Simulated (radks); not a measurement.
A nucleus of charge 58.2 with 57 electrons, 57 electrons, occupied as [Xe] 4f1 5d2.

Method: Dirac Kohn-Sham, PBE, spin-unpolarised, spherical densities, finite nucleus; open shells are shared between the two j in proportion to 2j + 1; Fermi nuclear charge, rms radius 4.8771 fm; computed with a radial shooting solver on a logarithmic mesh with Libxc functionals.

Energy parts (eV):
total: -243246.38
kinetic: 261077.80
electron-nucleus: -592218.57
Hartree: 93639.78
exchange-correlation: -5745.40

Orbitals (lengths in bohr, moments of r in powers of bohr; <r^-3> diverges for s and p1/2; r(90%) holds 90 % of the orbital's charge):
orbital      occ.  eigenvalue (eV)  r(90%)  <r^-3>   <1/r>
1s1/2           2        -40545.33  0.0441       -   63.61
2s1/2           2        -6502.456   0.162       -   15.00
2p1/2           2        -6141.158   0.144       -   14.98
2p3/2           4        -5687.632   0.152    7170   13.56
3s1/2           2        -1407.686   0.407       -   5.416
3p1/2           2        -1254.507   0.401       -   5.329
3p3/2           4        -1165.244   0.418    1449   4.974
3d3/2           4        -897.4583   0.392   237.8   4.840
3d5/2           6        -878.2795   0.397   216.1   4.750
4s1/2           2        -290.5196   0.910       -   2.247
4p1/2           2        -233.4930   0.948       -   2.143
4p3/2           4        -214.2563   0.987   313.5   2.027
4d3/2           4        -120.5685    1.10   42.80   1.810
4d5/2           6        -117.1861    1.12   38.53   1.782
4f5/2    0.428571         -12.3873    1.83   4.526   1.241
4f7/2    0.571429         -12.0355    1.86   4.401   1.230
5s1/2           2         -47.0327    2.17       -  0.8818
5p1/2           2         -31.4652    2.47       -  0.7784
5p3/2           4         -28.6626    2.59   45.23  0.7368
5d3/2         0.8          -9.0021    4.19   2.972  0.4827
5d5/2         1.2          -8.7727    4.27   2.632  0.4734

The highest occupied level is 5d5/2 at -8.773 eV. The electron density at the nucleus is 3.896e+05 e/bohr^3. The density falls to 0.001 e/bohr^3 at r = 4.29 bohr. Summed over all electrons, <r^2> = 56.69 bohr^2, which gives a Langevin (diamagnetic) susceptibility term of -44.9 x 10^-6 cm^3/mol.
